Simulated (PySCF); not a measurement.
Finite-field polarisability of Xe (xenon, neutral)

[Xe], closed-shell 1S. All numbers are calculated (PySCF 2.14, scalar relativity through the core potential, in aug-cc-pVTZ-PP with one added diffuse shell each of d, f type with ECP28MDF (6s5p5d3f, 67 functions)). Frozen: 4s2 4p6 4d10. Energy changes in a uniform field (μhartree):

| axis | F (au) | HF | MP2 | CCSD | CCSD(T) |
| --- | --- | --- | --- | --- | --- |
| x | 0.0027 | -97.429 | -100.561 | -100.499 | -101.115 |
| x | 0.0054 | -389.856 | -402.404 | -402.153 | -404.624 |

Problem. Derive α along x at CCSD(T) from the two fields.

Solution. With ΔE = −αF²/2 − γF⁴/24, α = −(16 ΔE(F) − ΔE(2F))/(6F²) = 27.74 bohr³.

Problem. And the mean polarisability at each level?

Solution. HF 26.73, MP2 27.58, CCSD 27.57, CCSD(T) 27.74 bohr³. Reference: 27.32 ± 0.2 bohr³ (recommended; Schwerdtfeger and Nagle, table of static dipole polarizabilities (2023 update)).
